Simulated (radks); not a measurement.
Results of a calculation; reference values are marked as such.
Polarisability of the fluorine ion F2+, [He] 2s2 2p3, at imaginary frequency. Code: a radial shooting solver on a logarithmic mesh with Libxc functionals. Model: non-relativistic Kohn-Sham, LDA (Slater exchange, VWN5 correlation), spin-polarised, spherical densities, point nucleus; open shells are filled with parallel spins first. Response by self-consistent Sternheimer equations with the Hartree and adiabatic LDA kernel.

w (hartree)  alpha1(iw) (bohr^3)
0.00266                    1.230
0.0143                     1.230
0.0360                     1.229
0.0697                     1.225
0.118                      1.214
0.186                      1.192
0.280                      1.148
0.413                      1.073
0.605                     0.9580
0.892                     0.8037
1.35                      0.6187
2.12                      0.4157
3.59                      0.2225
6.94                     0.08259
17.5                     0.01655

Static values: alpha1 = 1.230 bohr^3 (0.1823 angstrom^3; uncoupled 1.590). C6 = 1.572, triple-dipole C9 = 1.330 atomic units. One-pole (London) frequency 4 C6 / (3 alpha1^2) = 1.385 hartree, against 1.897 for minus the highest occupied eigenvalue. The dipole shielding factor is 0.778, as the force sum rule N/Z = 0.778 demands.
